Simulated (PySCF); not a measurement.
**BaH: from constants to spectrum**

UHF-CCSD(T) constants of BaH, ²Σ⁺ (doublet), unpaired electrons σ ↑ (Ba x2c-TZVPPall, H x2c-TZVPPall; spin-free X2C with a Gaussian nucleus (PySCF 2.14); masses 137.9052 and 1.0078 u):

| Property | Result |
| --- | --- |
| ωe | 1117.6 cm⁻¹ |
| ωexe | 12.3 cm⁻¹ |
| Be | 3.427 cm⁻¹ |
| αe | 0.0596 cm⁻¹ |
| D (centrifugal) | 0.000129 cm⁻¹ |
| De to Ba + H | 1.98 eV |

Task: Give the vibrational terms G(v) and spacings up to v = 6.

Result: G(v) = ωe(v+½) − ωexe(v+½)².

```json
{"v": "0", "G(v) (cm⁻¹)": "556", "G(v) − G(v−1)": "", "Bv (cm⁻¹)": "3.397"}
{"v": "1", "G(v) (cm⁻¹)": "1649", "G(v) − G(v−1)": "1093", "Bv (cm⁻¹)": "3.338"}
{"v": "2", "G(v) (cm⁻¹)": "2717", "G(v) − G(v−1)": "1068", "Bv (cm⁻¹)": "3.278"}
{"v": "3", "G(v) (cm⁻¹)": "3761", "G(v) − G(v−1)": "1044", "Bv (cm⁻¹)": "3.218"}
{"v": "4", "G(v) (cm⁻¹)": "4780", "G(v) − G(v−1)": "1019", "Bv (cm⁻¹)": "3.159"}
{"v": "5", "G(v) (cm⁻¹)": "5775", "G(v) − G(v−1)": "995", "Bv (cm⁻¹)": "3.099"}
{"v": "6", "G(v) (cm⁻¹)": "6745", "G(v) − G(v−1)": "970", "Bv (cm⁻¹)": "3.040"}
```

Task: How well does the Morse estimate ωe²/(4ωexe) reproduce De, and what is D0?

Result: It gives 3.15 eV, 159 % of the computed De. D0 = De − G(0) = 1.98 − 0.07 = 1.91 eV.

Correlated steps freeze 18 core orbitals. Spin–orbit coupling is left out. The state is the lowest determinant that a PBE0 search found; another state may lie lower at other levels.
